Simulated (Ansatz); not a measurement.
Bond stretch in Ge(Br)2, Br₂Ge, SMILES [Br][Ge][Br], singlet. The Ge1–Br3 bond (Ge1 also carries Br; Br3 carries nothing else) is stretched with both fragments frozen at the PBE0/def2-TZVP optimised geometry.

Computed with: RKS-PBE = restricted PBE/cc-pVDZ (Ansatz, a quantum-chemistry and plane-wave program); RKS-PBE0 = restricted PBE0/cc-pVDZ (Ansatz); RKS-B3LYP = restricted B3LYP/cc-pVDZ (Ansatz); UKS-PBE = unrestricted PBE/cc-pVDZ in Ansatz; UKS-PBE0 = Ansatz with unrestricted PBE0/cc-pVDZ; UKS-B3LYP = unrestricted B3LYP/cc-pVDZ in Ansatz; UCCSD(T) = CCSD(T) on UHF/cc-pVDZ, cores with 3d frozen (Ansatz).

Cost and agreement with UCCSD(T) over the 16 points of the scan, with UCCSD(T) as yardstick. Costs are rough ratios of core time within Ansatz on shared cores, each with its mean field (Kohn-Sham runs search longer for lower solutions than correlated ones do); the miss is the largest difference from UCCSD(T) of the curve after the mean shift, in kJ/mol.

```
level      relative cost  largest difference
---------  -------------  ------------------
RKS-PBE                1                33.8
RKS-PBE0               1                85.4
RKS-B3LYP              2                60.6
UKS-PBE                2                28.1
UKS-PBE0               4                23.4
UKS-B3LYP              4                22.3
```

Costs within a factor of two of each other count as equal.

The restricted form behind RKS-PBE, RKS-PBE0, RKS-B3LYP keeps the bonding electrons paired and can't separate into open-shell fragments. The unrestricted determinant behind UKS-PBE is spin-contaminated at 3.88 to 6.74 Å (<S²> up to 0.7, against 0.00 for a pure singlet). The unrestricted determinant behind UKS-PBE0, UKS-B3LYP is spin-contaminated at 3.88 to 6.74 Å (<S²> up to 0.8, against 0.00 for a pure singlet). The unrestricted determinant behind UCCSD(T) is spin-contaminated at 3.41 to 6.74 Å (<S²> up to 1.0, against 0.00 for a pure singlet).
